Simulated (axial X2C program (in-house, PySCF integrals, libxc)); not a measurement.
## Potential curves of As₂⁻, with spin–orbit coupling

Calculated with an axial X2C code built on PySCF integrals. Two-component (2c) means X2C with spin–orbit coupling and atomic mean-field two-electron Coulomb and Gaunt terms. Basis: As dyall-acv3z [10s10p7d5f1g] (cores contracted in-house); Gaussian nuclei, density fitting, unrestricted open shells. Masses: As 74.922 u.

State: Ω = 1/2 (⟨Sz⟩ = -0.50, ⟨Lz⟩ = 1.00 at BHandHLYP). Energies in eV from the fragments at the same level (As- + As). Fits are polynomials in 1 − R0/R over 0.85 to 1.23 times the lowest point R0.

```tsv
R (Å)	BHandHLYP
1.9001	-2.3093
1.9874	-3.0063
2.0530	-3.2988
2.1185	-3.4417
2.1840	-3.4694
2.2604	-3.3920
2.3369	-3.2274
2.4352	-2.9285
2.5553	-2.4824
2.7300	-1.7668
```

The state is one determinant whose occupation by symmetry is held fixed; it was picked as the lowest of a PBE0 search that is not exhaustive. De is counted from the lowest determinant-based energies of the atoms at the same level, without counterpoise correction. Density functionals use the spin component along the axis (collinear). Without a current term, density functionals place determinants with orbital angular momentum somewhat too high. The highest occupied level of some functionals is positive through self-interaction error; at Hartree–Fock it is bound.

**Question.** What are Re, ωe and De at the BHandHLYP level?

**Answer.** At BHandHLYP, 2c: Re = 2.169 Å, ωe ≈ 397 cm⁻¹, De = 3.47 eV to As- + As; Be follows as 0.0956 cm⁻¹.
